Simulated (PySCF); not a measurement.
# Distorted geometries of TaO2(H2O)3

TaO2(H2O)3 (doublet). PySCF 2.14.0, UKS PBE0, Ta def2-SVP with ECP60, O def2-SVP, H def2-SVP; non-relativistic Hamiltonian with scalar-relativistic core potentials where named; density fitting; no spin-orbit coupling. Relaxed geometry:

```xyz
12

Ta    0.0000    0.0000    0.0000
O     0.0000    0.0000    1.8434
O     0.0000    0.0000   -1.8434
O     2.3203    0.0000    0.0000
H     2.8873   -0.7777    0.0000
H     2.8873    0.7776    0.0000
O    -1.1602    2.0095    0.0000
H    -0.7702    2.8893    0.0000
H    -2.1171    2.1117    0.0000
O    -1.1602   -2.0095    0.0000
H    -2.1171   -2.1116    0.0000
H    -0.7702   -2.8893    0.0000
```

Task: Order these distorted geometries by energy above the relaxed one, lowest first.
A.
```xyz
12

Ta    0.0074   -0.0225   -0.0473
O    -0.0006    0.0403    1.8548
O    -0.0947   -0.0078   -1.7763
O     2.3643    0.0439   -0.0575
H     2.8409   -0.7650   -0.0061
H     2.9180    0.7356   -0.0593
O    -1.1847    1.9892    0.0676
H    -0.7549    2.8737    0.0473
H    -2.0581    2.0699   -0.1054
O    -1.1505   -2.0912    0.0567
H    -2.0519   -2.0676   -0.0318
H    -0.8352   -2.7984    0.0574
```
B.
```xyz
12

Ta    0.1133   -0.0639    0.0237
O    -0.0141    0.0300    1.9060
O    -0.1266    0.0868   -1.8686
O     2.3013   -0.0126   -0.0153
H     2.9801   -0.7143   -0.0450
H     2.9276    0.6888    0.0467
O    -1.1894    1.9912   -0.0714
H    -0.7880    2.9429    0.0180
H    -1.9917    2.0647    0.0124
O    -1.1837   -2.0512   -0.1282
H    -2.1894   -2.1181    0.0450
H    -0.8392   -2.8443    0.0768
```
C.
```xyz
12

Ta   -0.0178    0.0149   -0.0617
O    -0.0015    0.0178    1.9823
O     0.0297    0.0553   -1.8277
O     2.3964   -0.0271    0.0211
H     2.9188   -0.7410   -0.1052
H     2.7002    0.7725    0.0151
O    -1.1400    1.9047    0.0245
H    -0.7882    2.9117   -0.0748
H    -2.0909    2.1576    0.0550
O    -1.1466   -1.9813    0.0042
H    -2.0841   -2.1252   -0.0705
H    -0.7759   -2.9600    0.0377
```

Result: B (1.38 eV), C (1.63 eV), A (2.32 eV).

Task: Which forces (eV/Å) act in the one that lies 1.38 eV up?

Result: 
```
Ta   -0.27  -1.63  -1.06
O    -0.40   0.37  -2.30
O     0.08   0.23   3.03
O     1.29  -1.54  -0.12
H    -1.16  -0.57  -0.06
H     0.06   2.03   0.16
O    15.29   2.13  -1.13
H    -1.25  -2.86  -0.23
H   -14.28   1.27   1.52
O    -4.01   4.79  -0.71
H     2.56   0.39  -0.38
H     2.09  -4.59   1.28
```
Forces carry noise of the integration grid, about 0.01 to 0.03 eV/Å.

No frequency check is given that shows the relaxed geometry to be a minimum. Open shells may have lower solutions than the one found.
